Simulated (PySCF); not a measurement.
**Mg (magnesium, neutral) across methods**

[Ne] 3s1 3p1, high-spin 3P determinant (an excited configuration). Calculation: PySCF 2.14, in def2-QZVPPD (9s5p5d2f, 63 functions); the non-relativistic Hamiltonian (point nucleus).

| method | E (hartree) | mean ε 2p β (eV) | mean ε 3s α (eV) | mean ε 3p α (eV) | Σ⟨r²⟩ (bohr²) | ⟨S²⟩ |
| --- | --- | --- | --- | --- | --- | --- |
| PBE | -199.8555 | -48.339 | -5.988 | -2.481 | 34.84 | 2.000 |
| wB97M-V | -199.9554 | -54.834 | -8.798 | -4.166 | 36.70 | 2.000 |
| UHF | -199.54860 | -63.445 | -9.281 | -5.003 | 35.19 | 2.000 |
| TPSS | -199.9952 | -48.677 | -5.965 | -2.493 | 34.54 | 2.000 |
| r2SCANh | -199.9527 | -51.119 | -6.517 | -2.813 | 34.56 | 2.000 |
| LDA | -199.0328 | -48.519 | -6.093 | -2.441 | 35.09 | 2.000 |
| PBE0 | -199.8761 | -52.368 | -6.900 | -3.167 | 34.63 | 2.000 |
| r2SCAN | -199.9547 | -49.662 | -6.177 | -2.566 | 34.58 | 2.000 |

Problem. Estimate the same row for BLYP.

Solution. E (hartree) = -199.9827; mean ε 2p β (eV) = -48.350; mean ε 3s α (eV) = -5.800; mean ε 3p α (eV) = -2.241; Σ⟨r²⟩ (bohr²) = 35.03; ⟨S²⟩ = 2.000.
